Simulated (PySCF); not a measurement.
MnO, SMILES [O]=[Mn] (connectivity only; charge and spin as stated), neutral, multiplicity 6. Geometry: PBE0-D3(BJ)/def2-TZVPD. The spin state was assumed, not searched.

The numbers are results of PBE0-D3(BJ)/def2-TZVPD in PySCF, not measurements.

Harmonic wavenumbers (cm⁻¹): 866. Rotational constants (GHz): 15.40 (linear); symmetry number 1.

**Question.** Work out the zero-point energy and the ideal-gas rigid-rotor harmonic-oscillator thermochemistry at 298.15 K and 1 atm.

**Answer.** ZPE = ½ Σ hcν = ½ × 866 cm⁻¹ = 1.24 kcal/mol. H − E(el) = 3.35 kcal/mol. Entropy in cal/(mol K): translation 38.69, rotation 13.91, vibration 0.16, spin 3.56, total 56.32. G − E(el) = -13.44 kcal/mol. Cp = 7.50 cal/(mol K).
